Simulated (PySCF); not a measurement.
# Neon: a sound run and one with changed settings

Sound run: Ne⁺ [He] 2s2 2p5, Ne²⁺ [He] 2s2 2p4. Calculation: PySCF 2.14, in pcseg-2; no relativity, point nucleus. The sound run starts from symmetry-adapted Hartree-Fock orbitals and uses a fine grid where one is needed.

Changed run: radial step 0.8 in ln r (0.13 in the sound run). This setting is unsound on purpose.

| species | method | sound run (hartree) | changed run (hartree) | converged |
| --- | --- | --- | --- | --- |
| Ne⁺ | UHF | -127.81101 | -127.81101 | yes |
| Ne⁺ | B3LYP | -128.17253 | -128.17817 | yes |
| Ne⁺ | r2SCAN | -128.13403 | -128.13412 | yes |
| Ne²⁺ | UHF | -126.36567 | -126.36567 | yes |
| Ne²⁺ | B3LYP | -126.65348 | -126.66307 | yes |
| Ne²⁺ | r2SCAN | -126.62036 | -126.63448 | yes |

Ionisation energy of Ne⁺:

| method | sound run (eV) | changed run (eV) |
| --- | --- | --- |
| UHF | 39.330 | 39.330 |
| B3LYP | 41.335 | 41.228 |
| r2SCAN | 41.189 | 40.807 |

A coarse radial grid mis-integrates the density and the exchange-correlation energy, with errors of either sign; Hartree-Fock needs no grid.

For comparison, NIST gives 40.963 eV between the lowest levels.
